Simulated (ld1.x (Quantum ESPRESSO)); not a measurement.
## Which change was made? (Mo, TM)

Mo (Z = 42), norm-conserving Troullier–Martins (Kleinman–Bylander form), made with ld1.x (Quantum ESPRESSO) 7.5 (PBE, scalar-relativistic). Core [Kr], reference 4d5 5s1 5p0. Waves: 5p (bound, empty): rc 3.45 bohr; 4d (bound): rc 1.60 bohr; 5s (bound): rc 2.95 bohr. Local part: the s channel. Core correction: none.

Cutoffs, loose and tight: the cutoffs (Ry, on a coarse ladder) from which the occupation-weighted sum of valence levels, in a spherical-Bessel basis at the reference potential, stays within 10 and 1 mRy of its value at 400 Ry. They do not see the model core or the augmentation charge, which bear on the density cutoff. Test errors are all-electron minus pseudo excitation energies from the reference, over the configurations 4d5 5s0 5p0; 4d4 5s0 5p0; 4d3 5s0 5p0; 4d4 5s1 5p1; 4d2 5s0 5p0; 4d4 5s1 5p0; 4d5.5 5s0.5 5p0; variants that change the core or the reference have their own tests. The largest error is taken over the tests solved by every variant that gives reliable tests at all, those not shown here included: 4d2 5s0 5p0; 4d3 5s0 5p0; 4d4 5s0 5p0; 4d5 5s0 5p0; 4d5.5 5s0.5 5p0.

The base gives: outcome: generated; cutoff, loose: 45 Ry; cutoff, tight: 50 Ry; bound ghosts: none; largest test error (meV): -524.

Task: After one change the result is: outcome: generated; cutoff, loose: 60 Ry; cutoff, tight: 110 Ry; bound ghosts: none; largest test error (meV): +508. Which change was it?
A. core correction a·sin(br)/r model core inside 1.56 bohr
B. core [Ar] 3d10, valence charge 14; reference 4s2 4p6 4d5 5s0 5p0; waves now 4s (bound): rc 1.65 bohr; 4p (bound): rc 1.40 bohr; 4d (bound): rc 1.60 bohr; local potential the d channel; core correction Bessel-smoothed model core inside 0.95 bohr
C. local potential the d channel

Result: B. The others give: core correction a·sin(br)/r model core inside 1.56 bohr → outcome: generated; cutoff, loose: 45 Ry; cutoff, tight: 50 Ry; bound ghosts: none; largest test error (meV): -1777 | local potential the d channel → outcome: generated; cutoff, loose: 40 Ry; cutoff, tight: 50 Ry; bound ghosts: s, p; largest test error (meV): +77.
